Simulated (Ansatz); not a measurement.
Coupled-cluster run, GeH₁₂Si₅ (`[SiH2]1[SiH2][SiH2][GeH2][SiH2][SiH2]1`).

```yaml
crystal:
  periodic: [false, false, false]
  atoms:
    - {symbol: Si, position_ang: [0.143941, 2.133231, -0.160946]}
    - {symbol: Si, position_ang: [2.116806, 0.924435, 0.223855]}
    - {symbol: Si, position_ang: [1.636011, -1.362982, 0.387796]}
    - {symbol: Ge, position_ang: [-0.144311, -1.865181, -1.110952]}
    - {symbol: Si, position_ang: [-2.143894, -0.872017, -0.260186]}
    - {symbol: Si, position_ang: [-1.610282, 1.059951, 0.952426]}
    - {symbol: H, position_ang: [0.303859, 3.551283, 0.266310]}
    - {symbol: H, position_ang: [-0.151958, 2.118200, -1.622207]}
    - {symbol: H, position_ang: [2.750216, 1.400739, 1.485851]}
    - {symbol: H, position_ang: [3.074688, 1.152545, -0.894513]}
    - {symbol: H, position_ang: [2.846654, -2.185767, 0.114066]}
    - {symbol: H, position_ang: [1.172354, -1.661245, 1.772336]}
    - {symbol: H, position_ang: [0.176170, -1.249540, -2.487342]}
    - {symbol: H, position_ang: [-0.327689, -3.381910, -1.304335]}
    - {symbol: H, position_ang: [-2.850355, -1.852749, 0.610242]}
    - {symbol: H, position_ang: [-3.045322, -0.513633, -1.390456]}
    - {symbol: H, position_ang: [-1.142841, 0.666761, 2.312304]}
    - {symbol: H, position_ang: [-2.804037, 1.937868, 1.105770]}
basis:
  gaussian: {orbitals: def2-TZVPP}
correlation: {method: ccsd_t}
output: {orbitals: {seedname: orbitals}}
```

```sh
$ ansatz run in.yaml --threads 3 --pin off --events-out ev --progress --plain --backend cuda
```

Log, shortened:

```
Functional definition: HF
2444 factors; integrals over basis functions are off by at most 9.1e-4 eV
mean field evaluation 1: about -95972.9773 eV, gradient 2.2e1 eV
mean field evaluation 2: about -95973.3628 eV, gradient 2.2e1 eV
mean field evaluation 4: about -95976.6270 eV, gradient 4.3e0 eV
mean field evaluation 8: about -95976.6565 eV, gradient 2.3e-1 eV
mean field evaluation 16: about -95976.6567 eV, gradient 1.9e-6 eV
mean field -95976.65674774 eV, -3527.0770801651 hartree, gradient 1.9e-6 eV, S^2 0.000000; 0 other end points of the search recorded, 0 dependent functions left out
34 core orbitals not correlated: weight in the atoms' cores, before any rotation towards them, 1.000 or more for the frozen orbitals, at most 0.000 for the correlated occupied ones
reference -95976.65674774 eV, -3527.0770801651 hartree; 23, 23 occupied and 369, 369 virtual orbitals, 2444 factors
second order -24.02286333 eV of doubles, -0.00000000 eV of singles
cycle   1  -25.78898404 eV  change    -1.8e0 eV  update   1.4e-1
cycle   2  -26.75587004 eV  change   -9.7e-1 eV  update   4.2e-2
cycle   3  -26.85543038 eV  change   -1.0e-1 eV  update   1.8e-2
cycle   4  -26.84543776 eV  change    1.0e-2 eV  update   5.0e-3
cycle   5  -26.84193838 eV  change    3.5e-3 eV  update   1.4e-3
cycle   6  -26.84100787 eV  change    9.3e-4 eV  update   4.4e-4
cycle   7  -26.84098579 eV  change    2.2e-5 eV  update   1.2e-4
cycle   8  -26.84103980 eV  change   -5.4e-5 eV  update   4.2e-5
perturbative correction -1.10570654 eV, -0.0406339659 hartree
Total energy: -96004.60349409 eV, -3528.1041041502 hartree
```

Run time 21 s (3 threads of an AMD EPYC 7R13 on a shared host and a share of an NVIDIA H100 80 GB); peak host memory 1.8 GiB.

Correlation energy per correlated electron: -0.608 eV. T1 diagnostic: 0.0140.
